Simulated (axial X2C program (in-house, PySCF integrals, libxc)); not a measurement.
**NaPd⁺: from Re and ωe to a spectrum**

A bond curve at the CCSD(T) level, 2c, was computed with an axial X2C code built on PySCF integrals (basis Pd dyall-cv3z [12s12p8d5f3g], Na dyall-cv3z [9s8p5d2f] (cores contracted in-house)) for the state Ω = 0 (closed shell). Its fit gives Re = 2.9259 Å, ωe = 126.8 cm⁻¹, ωexe = 1.3 cm⁻¹ and αe = 1.257e-03 cm⁻¹; the masses are 105.9035 and 22.9898 u. Two-component means X2C with spin–orbit coupling and atomic mean-field Coulomb and Gaunt terms.

Correlated methods: 10 electrons correlated (number of frozen shells: Pd 4 s, 3 p, 1 d; Na 2 s, 1 p), 312 virtual spin orbitals or spinors in MP2, 90 natural virtuals in coupled cluster.

(1) Find the reduced mass, Be and the force constant.

(2) Estimate De from a Morse curve and compare with the computed well depth of 0.362 eV to Pd + Na+.

(3) Give B0, the J = 1←0 line in GHz and the most populated J at 300 K (kT = 208.5 cm⁻¹).

(4) A Morse curve ties αe to the other constants (Pekeris). How well does that hold?

(5) Where do the fundamental and the first overtone lie?

The state is a single determinant with fixed occupations, the lowest that a limited PBE0 search found. De is counted from the lowest determinant-based energies of the atoms at the same level, without counterpoise correction. CCSD and (T) use frozen natural virtuals with an MP2 correction for the truncation; (T) itself is uncorrected, so its De runs slightly low. With the outer-core shells frozen, correlated bond lengths of heavy atoms tend to come out a few hundredths of an ångström too long.

## Answers

(1) From the CCSD(T) values: μ = 18.8893 u. Be = 16.8576/(μ Re²) = 0.1042 cm⁻¹. k = 5.8918×10⁻⁷ μ ωe² = 0.179 mdyn/Å.

(2) De(Morse) = ωe²/(4ωexe) = 0.383 eV against 0.362 eV computed, a ratio of 1.06. For De the Morse form works well here.

(3) B0 = Be − αe/2 = 0.1036 cm⁻¹; 2B0 = 6.213 GHz; J(max) ≈ √(kT/2B0) − 1/2 = 31.2, so J = 31.

(4) αe(Morse) = 6Be²/ωe × (√(ωexe/Be) − 1) = 1.302e-03 cm⁻¹; the CCSD(T) curve gives 1.257e-03 cm⁻¹, a ratio of 1.04.

(5) ν(1←0) = ωe − 2ωexe = 124.2 cm⁻¹; ν(2←0) = 2ωe − 6ωexe = 245.8 cm⁻¹.
